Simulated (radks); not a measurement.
Spherical quantum dot in the effective-mass picture: electrons in a well V = -V0 / (1 + exp((r - R)/a)) with V0 = 4.17, R = 13.6, a = 0.68, with a point charge +2 (a donor) at the centre, all in effective atomic units (hartree* = m*/eps^2 hartree, bohr* = eps/m* bohr), one dielectric constant everywhere. Calculated with a radial shooting solver with Libxc functionals: non-relativistic Kohn-Sham, LDA (Slater exchange, Perdew-Wang correlation), spin-polarised, spherical densities. Levels are named by radial order and angular momentum (1s, 1p, 1d, 2s, ...), and open shells are averaged over m. Results are scaled to m* = 0.178 and eps = 11.5, for which hartree* = 36.62 meV and bohr* = 3.419 nm.

N = 24, configuration 1s2 1p6 1d10 2s2 1f(up 4, down 0). This is the lowest configuration that the search found (a dilute case). Occupied and some empty levels:

level    occupation  eigenvalue (meV)  <r> (nm)
1s down           1           -90.227     3.285
1s up             1           -90.227     3.285
2s up             1           -77.893     33.35
2s down           1           -77.525     33.28
1p up             3           -77.479     33.55
1p down           3           -77.108     33.49
1d up             5           -76.669     33.87
1d down           5           -76.293     33.83
1f up             4           -75.489     34.23
1f down           0           -75.110     34.21
1g up             0           -73.962     34.61
1g down           0           -73.580     34.60
2p up             0           -69.649     24.19
2p down           0           -69.502     23.98
2d up             0           -67.783     26.71
2d down           0           -67.597     26.59

Energy (meV): total -2900.78, kinetic 186.59, external -4016.0, Hartree 1080.2, exchange-correlation -151.64.
